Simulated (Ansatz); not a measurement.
H5OPSSi, SMILES `O[SiH](P)S`, 9 atoms. Total charge 0; spin multiplicity 1. All runs use 2 threads of an Arm Neoverse V1 on a shared host. Correlated methods freeze the cores.

(1) Give the basis size and wall time and peak host memory of each of these runs in Ansatz. RKS ωB97M-V/def2-SVP energy; RKS ωB97X-V/def2-TZVPP energy; RKS PBE0-D4/def2-QZVPP energy; RHF-MP2/def2-QZVPP energy; direct RPA on PBE orbitals/def2-TZVPP energy; RKS ωB97M-V/def2-QZVPP energy; RKS BLYP-D4/def2-TZVPP energy; RKS PBE0-D4/def2-SVP energy; RKS PBE0-D4/def2-TZVP frequencies; RKS PBE0-D4/def2-TZVP relaxation (10 steps); RKS SPW92 (LDA)/def2-TZVPP energy; RHF-CCSD(T)/def2-SVP energy. (An estimate is asked.)

Answers

(1) Ansatz gave: Other jobs shared the machine, so times are rough.

```json
{"level": "RKS PBE0-D4/def2-SVP", "job": "energy", "functions": "93", "wall time": "1.6 s", "peak host memory (GiB)": "0.42"}
{"level": "RKS SPW92 (LDA)/def2-TZVPP", "job": "energy", "functions": "227", "wall time": "1.9 s", "peak host memory (GiB)": "0.29"}
{"level": "RKS BLYP-D4/def2-TZVPP", "job": "energy", "functions": "227", "wall time": "3.1 s", "peak host memory (GiB)": "0.29"}
{"level": "RHF-CCSD(T)/def2-SVP", "job": "energy", "functions": "93", "wall time": "3.2 s", "peak host memory (GiB)": "0.42"}
{"level": "direct RPA on PBE orbitals/def2-TZVPP", "job": "energy", "functions": "227", "wall time": "6.5 s", "peak host memory (GiB)": "0.45"}
{"level": "RKS ωB97M-V/def2-SVP", "job": "energy", "functions": "93", "wall time": "8 s", "peak host memory (GiB)": "0.42"}
{"level": "RKS ωB97X-V/def2-TZVPP", "job": "energy", "functions": "227", "wall time": "13 s", "peak host memory (GiB)": "0.67"}
{"level": "RKS PBE0-D4/def2-QZVPP", "job": "energy", "functions": "417", "wall time": "14 s", "peak host memory (GiB)": "1.3"}
{"level": "RHF-MP2/def2-QZVPP", "job": "energy", "functions": "417", "wall time": "29 s", "peak host memory (GiB)": "2"}
{"level": "RKS ωB97M-V/def2-QZVPP", "job": "energy", "functions": "417", "wall time": "32 s", "peak host memory (GiB)": "1.6"}
{"level": "RKS PBE0-D4/def2-TZVP", "job": "relaxation (10 steps)", "functions": "172", "wall time": "49 s", "peak host memory (GiB)": "0.43"}
{"level": "RKS PBE0-D4/def2-TZVP", "job": "frequencies", "functions": "172", "wall time": "2.9 min", "peak host memory (GiB)": "0.43"}
```
